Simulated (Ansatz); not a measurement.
Cost and result up the ladder for K3S2 (5 atoms). The state is a doublet with charge 0. Geometry: r2SCAN-D4/def2-SVP.

| atom | x (Å) | y (Å) | z (Å) |
| --- | --- | --- | --- |
| K1 | -2.115 | -0.826 | 1.895 |
| K2 | 1.424 | -1.459 | -1.721 |
| K3 | 1.026 | 2.417 | -0.475 |
| S4 | 0.603 | -0.242 | 0.934 |
| S5 | -0.938 | 0.110 | -0.633 |

Ansatz on 4 threads of Arm Neoverse V1 on a shared host. Times are rough, and most runs start from the orbitals of an earlier one. PBE0-D4/def2-TZVP serves as the yardstick here, not as an exact answer. Differences are given only for rows in sets of like size (and for xTB, whose basis is part of the method), since another set adds its own error. Binding counts from free atoms at the same level (K doublet, S triplet; other spins of the atoms weren't run), without zero-point energy or a counterpoise term.

LC-ωPBE has ω = 0.4 bohr⁻¹. Correlated methods freeze 25 core orbitals; core or outer-core shells of K are correlated, in sets that lack core-valence functions. Another isomer (doublet) lies 0.09 eV lower at PBE0-D4/def2-TZVP; other spin states weren't run for this one.

Correlated methods converge slowly with the basis.

| level | functions | binding energy per atom (eV) | difference from PBE0-D4/def2-TZVP (eV) | remarks |
| --- | --- | --- | --- | --- |
| PBE-D4/def2-TZVP (with forces) | 173 | 2.03 | 0.06 | – |
| PBE-D4/def2-SVP | 108 | 2.04 | – | – |
| LC-ωPBE/def2-TZVP | 173 | 1.92 | -0.05 | – |
| revPBE-D4/def2-TZVP | 173 | 1.96 | -0.01 | – |
| PBE0-D4/def2-SVP | 108 | 1.98 | – | – |
| r2SCAN-D4/def2-TZVP | 173 | 2.02 | 0.05 | – |
| CCSD(T)/def2-TZVP | 173 | 1.83 | -0.14 | – |
| PBE0-D4/def2-TZVP | 173 | 1.97 | 0.00 | – |
| LDA (SPW92)/def2-TZVP | 173 | 2.31 | 0.34 | – |
| RPA@PBE/def2-TZVP | 173 | 1.69 | -0.27 | – |
| HF/STO-3G | 57 | 0.95 | – | HOMO above zero |

**Question.** Estimate how long each takes.

**Answer.** HF/STO-3G 0.5 s; LDA (SPW92)/def2-TZVP 3 s; PBE-D4/def2-SVP 4.1 s; PBE0-D4/def2-SVP 5.5 s; PBE-D4/def2-TZVP (with forces) 6.5 s; revPBE-D4/def2-TZVP 6.5 s; RPA@PBE/def2-TZVP 9 s; PBE0-D4/def2-TZVP 11 s; LC-ωPBE/def2-TZVP 18 s; r2SCAN-D4/def2-TZVP 19 s; CCSD(T)/def2-TZVP 3.6 min. On shared hardware such times vary by a factor of up to 3.
